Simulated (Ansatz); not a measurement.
Computed with Ansatz on PBE0-D4/def2-TZVP structures; ΔE is electronic, products minus reactants. CCSD(T)/CBS is the MP2 limit (def2-TZVPP, def2-QZVPP) plus CCSD(T) − MP2 in def2-TZVPP, frozen cores. DFT in def2-TZVPP. B3LYP here is the variant with VWN-RPA as its local correlation; programs differ in this. Elements past krypton have def2 core potentials. For Hf, Sn outer-core shells are correlated without core-valence functions, which leaves a few kJ/mol of doubt a bond. One conformer a species, not always the lowest.

Consider the substitution at a C–O bond: `CC(C)[O][Sn][OH]` + `[OH][Hf]([OH])([OH])[F]` → `CC(C)[O][Hf]([OH])([OH])[F]` + `[OH][Sn][OH]`.

```
  level  ΔE (kJ/mol)
PBE0-D4        -18.1
ωB97X-V        -19.2
 r2SCAN        -20.2
  B3LYP        -21.2
```

(1) What does CCSD(T)/CBS give? (An estimate is asked.)

Largest T1 diagnostic among the species: 0.018.

Results:

(1) The calculation gave: -19.8 kJ/mol. The listed levels differ from it by 1.7, 0.6, -0.4, -1.4 kJ/mol.

The D4 term adds +5.7 kJ/mol with B3LYP and +3.0 kJ/mol with PBE0; it sums over pairs of atoms, weighted by their polarisabilities, and B3LYP, whose exchange is more repulsive, gets the larger term.
